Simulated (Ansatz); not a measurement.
## A basis-limit estimate, worked out

An elementary step of Si4H13O2F, singlet (Si₄H₁₀O ([OH][Si]([SiH3])([SiH3])[SiH3]) + H₂O + HF → Si₃H₇OF ([OH][Si]([F])([SiH3])[SiH3]) + SiH₄ + H₂O; Si–Si, H–F broken or loosened, Si–F, Si–H formed or tightened). “Start” and “end” are the PBE0-D4/def2-TZVP structures reached by relaxing down either side of its saddle point, with the molecules still in contact.

Ansatz 0.2.0; basis: def2-TZVPP and def2-QZVPP; cores frozen in the correlated methods.

Energies in eV:

| quantity | end | start |
| --- | --- | --- |
| Hartree–Fock, triple zeta (X = 3) | -38442.05807 | -38440.69041 |
| Hartree–Fock, quadruple zeta (X = 4) | -38443.37955 | -38441.97672 |
| MP2 correlation, X = 3 | -34.71934 | -35.18164 |
| MP2 correlation, X = 4 | -37.56531 | -38.03848 |
| CCSD(T) correlation, X = 3 | -38.40752 | -38.86786 |

(1) Work out the step energy at the basis limit: extrapolate Hartree–Fock as E(X) = E∞ + A exp(−7.88 √X) and the MP2 correlation as E(X) = E∞ + B X^−2.97 (the exponents that Neese and Valeev fitted for def2-TZVPP and QZVPP), then add CCSD(T) − MP2 in triple zeta.

T1 diagnostic: at most 0.016.

## Answers

(1) Each step is linear, so take the differences first (end − start): Hartree–Fock -1.36766 (X = 3) and -1.40283 (X = 4); MP2 correlation 0.46230 and 0.47317; CCSD(T) correlation 0.46034.
Two points give E∞ = E(4) + w [E(4) − E(3)], with w = 1/(exp(7.88 (2 − √3)) − 1) = 0.1377 for Hartree–Fock and w = 1/((4/3)^2.97 − 1) = 0.7407 for the correlation.
Hartree–Fock: -1.40283 + 0.1377 × (-0.03517) = -1.4077 eV.
MP2 correlation: 0.47317 + 0.7407 × 0.01087 = 0.4812 eV.
CCSD(T) − MP2: 0.46034 − 0.46230 = -0.0020 eV.
Sum: -1.4077 + 0.4812 + (-0.0020) = -0.9285 eV, or -21.41 kcal/mol. Plain CCSD(T) in triple zeta gives -0.9073 eV, so the larger basis shifts the result by -0.0212 eV.

Labels in which every atom is bracketed show which atoms are joined, not bond orders.

For scale, one of the runs: CCSD(T)/def2-TZVPP, 443 basis functions, launched by `ansatz run in.yaml --threads 4 --pin off --events-out ev --progress --plain --max-ram 63488MiB --backend cuda --devices 0, --max-vram 37GiB`. Time: 35 s of wall clock on 4 CPU threads of an AMD EPYC 7R13 and a share of one NVIDIA H100; the host was shared. Peak host memory: 1 GiB.
